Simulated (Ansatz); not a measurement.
C₂H₃FIN (`C/N=C(\F)I`). The species carries charge 0 and has multiplicity 1. I: def2 effective core potential.

```xyz
8

C     0.223   -0.789    0.814
N     0.093    0.578    0.366
C    -0.219    0.852   -0.795
F    -0.472   -0.035   -1.768
I    -0.424    2.801   -1.505
H    -0.459   -0.942    1.653
H     1.237   -0.930    1.194
H     0.020   -1.535    0.041
```

**Question.** List the harmonic frequencies (cm⁻¹, unscaled) at PBE0-D4/def2-TZVP in Ansatz. (Estimate.)

**Answer.** The calculation gave: 100, 194, 209, 312, 315, 595, 762, 1013, 1083, 1123, 1157, 1427, 1485, 1490, 1813, 3049, 3126, 3130.

**Question.** Is this a minimum?

**Answer.** Yes, all 18 modes are real.

**Question.** Give the ideal-gas thermochemistry at 298.15 K and 1 bar (rigid rotor, harmonic oscillator; point group Cs, symmetry number 1).

**Answer.** Zero-point energy 133.9 kJ/mol; H(298) − E = 151.8 kJ/mol; entropy 337.4 J/(mol·K), of which translation 174.1, rotation 115.7, vibration 47.6; G(298) − E = 51.2 kJ/mol.
